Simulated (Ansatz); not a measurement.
`OC(F)[SiH2][SiH3]` + `NC[SiH2]S` → `NC[SiH2]S[SiH3]` + `OC(F)[SiH3]`  (cleavage of the Si–Si bond)

Computed with Ansatz on PBE0-D4/def2-TZVP structures; ΔE is electronic, products minus reactants. CCSD(T)/CBS is the MP2 limit (def2-TZVPP, def2-QZVPP) plus CCSD(T) − MP2 in def2-TZVPP, frozen cores. Functionals use def2-TZVPP. One conformer a species, not always the lowest.

`OC(F)[SiH2][SiH3]`:

Z-matrix (Å, degrees):
```
C
F 1 1.400
Si 1 1.918 2 108.7
O 1 1.376 2 109.9 3 119.8
H 1 1.099 2 104.9 3 -120.0
Si 3 2.339 1 109.0 2 -50.1
H 3 1.485 1 108.3 2 71.6
H 3 1.488 1 107.7 2 -170.1
H 4 0.963 1 109.6 2 70.9
H 6 1.488 3 109.9 1 -172.5
H 6 1.486 3 110.7 1 67.1
H 6 1.489 3 109.7 1 -53.3
```

`NC[SiH2]S`:

Cartesian coordinates in Å:
```
N -0.137 0.471 1.754
C -0.257 0.705 0.319
Si 0.689 -0.648 -0.581
S 0.424 -0.547 -2.706
H -0.527 1.236 2.289
H -0.628 -0.370 2.028
H 0.230 1.652 0.068
H -1.287 0.776 -0.064
H 0.237 -1.968 -0.060
H 2.151 -0.508 -0.381
H -0.895 -0.799 -2.666
```

`NC[SiH2]S[SiH3]`:

Cartesian coordinates in Å:
```
N 1.889 0.821 1.259
C 0.607 0.153 1.479
Si 0.195 -1.164 0.195
S 0.306 -0.311 -1.773
Si -1.675 0.483 -1.830
H 2.653 0.159 1.323
H 1.922 1.214 0.324
H 0.607 -0.301 2.476
H -0.187 0.906 1.500
H -1.156 -1.764 0.392
H 1.230 -2.232 0.219
H -1.729 1.422 -2.977
H -1.986 1.212 -0.572
H -2.676 -0.597 -2.014
```

`OC(F)[SiH3]`:

```xyz
9

O    -0.878    0.918   -1.020
C    -0.651    0.264    0.171
F    -0.613    1.185    1.222
Si    1.039   -0.627    0.076
H    -1.784    1.246   -1.041
H    -1.473   -0.420    0.423
H     2.086    0.365   -0.261
H     1.311   -1.247    1.396
H     0.964   -1.683   -0.966
```

CCSD(T)/CBS gives -61.1 kJ/mol.

**Question.** Another level gave -59.2 kJ/mol. Which?
A. PBE0/def2-TZVPP
B. MP2/def2-TZVPP
C. r2SCAN-D4/def2-TZVPP
D. ωB97M-V/def2-TZVPP

**Answer.** C. r2SCAN-D4 -59.2, MP2/def2-TZVPP -69.2, PBE0 -52.0, ωB97M-V -63.3 kJ/mol.

Largest T1 diagnostic among the species: 0.013.

The D4 term adds −6.6 kJ/mol with B3LYP and −3.6 kJ/mol with PBE0; it sums over pairs of atoms, weighted by their polarisabilities, and B3LYP, whose exchange is more repulsive, gets the larger term. From PBE to PBE0 (25 % exact exchange), in def2-TZVPP and without D4, ΔE moves by −3.0 kJ/mol.

B3LYP here is the variant with VWN-RPA as its local correlation; programs differ in this.
